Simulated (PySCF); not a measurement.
Compound: C₂H₁₁Si₃ (doublet state).
Numbering: `[SiH2:1][C@@H:2]([SiH3:3])[CH2:4][SiH3:5]` (hydrogens: H6, H7 on Si1; H8 on C2; H9, H10, H11 on Si3; H12, H13 on C4; H14, H15, H16 on Si5)

Cartesian coordinates in Å at the GFN2-xTB level; atoms count from 1:
```
atom  x, y, z in Å
Si1    0.0459   -1.1682    1.4701
C2    -0.5333   -0.3091   -0.1223
Si3   -2.1984    0.5994    0.0854
C4     0.5421    0.6450   -0.6563
Si5    2.2610   -0.1663   -0.7586
H6     0.3107   -0.2342    2.5652
H7    -0.8623   -2.2260    1.9177
H8    -0.6844   -1.0937   -0.8734
H9    -2.6125    1.1823   -1.1938
H10   -3.2185   -0.3448    0.5442
H11   -2.0330    1.6687    1.0726
H12    0.2427    1.0200   -1.6383
H13    0.6032    1.5225   -0.0078
H14    3.0693    0.5938   -1.7246
H15    2.1302   -1.5456   -1.2345
H16    2.9297   -0.1349    0.5429
```

The hyperfine couplings belong to this conformer and change with its torsions.

Level of theory: UKS B3LYP, pcH-1 on C H Si, non-relativistic, mean-field spin-orbit, GIAO in PySCF. One conformer (not necessarily the lowest) at the GFN2-xTB geometry, without solvent, vibrations or thermal averaging. The geometry wasn't refined by DFT: couplings that depend on bond lengths, twists or pyramidal angles can differ widely from those at the functional's own minimum, by a factor of two or more for some ions and for spin on atoms past the first row. No stability test was run, so a lower SCF solution isn't excluded.

Principal values of hyperfine tensors in MHz (contact, dipolar and spin–orbit terms together), for some of the nuclei:

| atom | isotope | A1 | A2 | A3 |
| --- | --- | --- | --- | --- |
| Si1 | 29Si | -606.73 | -351.77 | -351.23 |
| Si3 | 29Si | -67.85 | -56.47 | -54.99 |
| H9 | 1H | 29.58 | 30.28 | 32.49 |
| H7 | 1H | 20.16 | 30.79 | 38.05 |
| H16 | 1H | 19.74 | 21.38 | 28.90 |
| H14 | 1H | 12.91 | 13.17 | 15.80 |
| C2 | 13C | 3.69 | 4.07 | 18.45 |
| H15 | 1H | 5.20 | 6.29 | 12.49 |

(1) Split each tensor into its isotropic and traceless parts, and turn a_iso into mT with g = 2.0035.

(2) What spin density at the nucleus of Si1 lies behind its contact coupling (g_N = -1.11058)?

(3) H6 (1H, g_N = 5.58569) isn't in the table. Its spin density at the nucleus is 0.007316 bohr⁻³. What is its contact coupling?

(4) Name the largest traceless tensor T of the table and describe it.

Results:

(1) a_iso is a third of the trace, T = A − a_iso, and a(mT) = a(MHz)/(g × 13.996). The tensors hold a spin–orbit part: the run splits a_iso into a_FC + a_SO, and T includes its anisotropic share.

| atom | a_iso (MHz) | a_FC | a_SO | a_iso (mT) | T1 | T2 | T3 |
| --- | --- | --- | --- | --- | --- | --- | --- |
| Si1 | -436.58 | -437.56 | 0.98 | -15.569 | -170.16 | 84.81 | 85.35 |
| Si3 | -59.77 | -59.82 | 0.05 | -2.131 | -8.08 | 3.30 | 4.78 |
| H9 | 30.78 | 30.78 | 0.00 | 1.098 | -1.20 | -0.51 | 1.71 |
| H7 | 29.67 | 29.64 | 0.02 | 1.058 | -9.51 | 1.13 | 8.38 |
| H16 | 23.34 | 23.34 | 0.00 | 0.832 | -3.60 | -1.96 | 5.56 |
| H14 | 13.96 | 13.96 | 0.00 | 0.498 | -1.05 | -0.79 | 1.84 |
| C2 | 8.74 | 8.70 | 0.04 | 0.312 | -5.05 | -4.66 | 9.72 |
| H15 | 7.99 | 7.99 | 0.00 | 0.285 | -2.79 | -1.70 | 4.50 |

(2) a_FC = (2μ0/3) gₑ μB g_N μN ρ(0)/(2S·h) = 800.24 MHz × g_N × ρ(0)/(2S), with ρ in bohr⁻³. With a_FC = -437.56 MHz and 2S = 1, ρ(0) = 0.4923 bohr⁻³. The nuclear moment is negative, so coupling and spin density have opposite signs.

(3) By the same relation, a_FC = 32.7 MHz. Its full tensor has the principal values 23.13, 33.85, 41.19 MHz.

(4) Si1: -170.2, 84.8, 85.3 MHz (the dipolar term alone has -169.2, 84.4, 84.9), axial, in the ratio +1:+1:−2, the form that spin in one p orbital centred on that nucleus gives (the nuclear moment is negative).

The run took 64 s wall (grids of density and orbitals included) on one thread, Arm Neoverse V1 (aarch64), no GPU, shared host with 32 logical CPUs at a one-minute load of 13, and the process peaked at 1.0 GiB of memory.
